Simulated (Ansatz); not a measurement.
`NC1=C[SiH]1N` → `NC1N=C1[SiH3]`  (isomerisation)

Computed with Ansatz on PBE0-D4/def2-TZVP structures; ΔE is electronic, products minus reactants. CCSD(T)/CBS adds triple-zeta CCSD(T) − MP2 to the extrapolated MP2 energy (def2 sets, frozen cores). DFT in def2-TZVPP. B3LYP here is the variant with VWN-RPA as its local correlation; programs differ in this. Each species was taken in one conformer, which may not be the lowest.

`NC1=C[SiH]1N`:

```xyz
11

N     0.797   -1.801    0.909
C     0.020   -0.820    0.404
C    -1.026   -0.750   -0.464
Si   -0.507    0.869    0.036
N     0.304    1.985   -0.963
H     1.389   -1.600    1.693
H     0.522   -2.764    0.794
H    -1.600   -1.491   -1.010
H    -1.187    1.708    1.055
H     0.427    2.947   -0.698
H     0.861    1.717   -1.756
```

`NC1N=C1[SiH3]`:

Z-matrix (Å, degrees):
```
C
N 1 1.503
C 1 1.447 2 50.8
N 1 1.417 2 121.2 3 -107.5
H 1 1.086 2 116.0 3 108.7
Si 3 1.863 1 152.4 2 -174.7
H 4 1.012 1 111.7 2 34.7
H 4 1.013 1 111.5 2 -86.7
H 6 1.484 3 108.1 1 54.8
H 6 1.483 3 108.0 1 -63.6
H 6 1.483 3 109.6 1 175.6
```

```json
{"level": "PBE-D4", "ΔE (kJ/mol)": "152.1", "difference from CCSD(T)/CBS": "-2.0"}
{"level": "r2SCAN-D4", "ΔE (kJ/mol)": "163.7", "difference from CCSD(T)/CBS": "9.6"}
{"level": "PBE0-D4", "ΔE (kJ/mol)": "161.6", "difference from CCSD(T)/CBS": "7.5"}
{"level": "B3LYP-D4", "ΔE (kJ/mol)": "154.9", "difference from CCSD(T)/CBS": "0.8"}
{"level": "ωB97X-V", "ΔE (kJ/mol)": "147.1", "difference from CCSD(T)/CBS": "-7.0"}
{"level": "ωB97M-V", "ΔE (kJ/mol)": "159.4", "difference from CCSD(T)/CBS": "5.3"}
{"level": "B2PLYP", "ΔE (kJ/mol)": "153.3", "difference from CCSD(T)/CBS": "-0.8"}
{"level": "r2SCAN", "ΔE (kJ/mol)": "163.6", "difference from CCSD(T)/CBS": "9.5"}
{"level": "MP2/def2-TZVPP", "ΔE (kJ/mol)": "153.5", "difference from CCSD(T)/CBS": "-0.6"}
{"level": "SCS-MP2/def2-TZVPP", "ΔE (kJ/mol)": "141.2", "difference from CCSD(T)/CBS": "-12.9"}
{"level": "CCSD/def2-TZVPP", "ΔE (kJ/mol)": "146.2", "difference from CCSD(T)/CBS": "-7.9"}
{"level": "CCSD(T)/def2-TZVPP", "ΔE (kJ/mol)": "143.3", "difference from CCSD(T)/CBS": "-10.8"}
{"level": "HF/def2-QZVPP", "ΔE (kJ/mol)": "152.5", "difference from CCSD(T)/CBS": "-1.6"}
{"level": "SCS-MP2/def2-QZVPP", "ΔE (kJ/mol)": "147.8", "difference from CCSD(T)/CBS": "-6.3"}
{"level": "MP2/CBS(def2)", "ΔE (kJ/mol)": "164.3", "difference from CCSD(T)/CBS": "10.2"}
{"level": "CCSD/CBS(def2)", "ΔE (kJ/mol)": "157.0", "difference from CCSD(T)/CBS": "2.9"}
{"level": "CCSD(T)/CBS", "ΔE (kJ/mol)": "154.1", "difference from CCSD(T)/CBS": "0"}
```

Largest T1 diagnostic among the species: 0.012.

From PBE to PBE0 (25 % exact exchange), in def2-TZVPP and without D4, ΔE moves by +9.6 kJ/mol.
